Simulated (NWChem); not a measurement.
# Si2H4OClF; SMILES [Si@@H](F)(Cl)O[SiH3]

```xyz
9

F      1.6726     1.1044     0.6168
Si     0.5517     0.6851    -0.4619
Cl    -1.2056     1.5590     0.1312
O      0.3912    -0.9323    -0.4742
Si    -0.3384    -2.2694     0.2169
H      0.9598     1.1806    -1.7860
H     -0.2785    -2.1712     1.7034
H      0.4041    -3.4720    -0.2478
H     -1.7593    -2.3414    -0.2274
```
Atoms are numbered in this order, from 1.

Program: NWChem. Pople sets run with spherical d functions. Geometry: optimised at PBE0/def2-SVP. Level r2SCAN/6-31G*: energy and gradient on several grids; changes count from the extra-fine grid, which is no exact limit either.

Task: Which is the coarsest grid (fine; xfine; xcoarse; coarse; medium) from which on the energy stays within 100 μHa and each gradient component within 200 μHa/bohr of xfine?

Result: fine.
| grid | size of the energy change (μHa) | largest change of a gradient component (μHa/bohr) |
|---|---|---|
| xcoarse | 4000 | 2000 |
| coarse | 200 | 200 |
| medium | 300 | 40 |
| fine | < 10 | 40 |
| xfine | < 10 | < 30 |
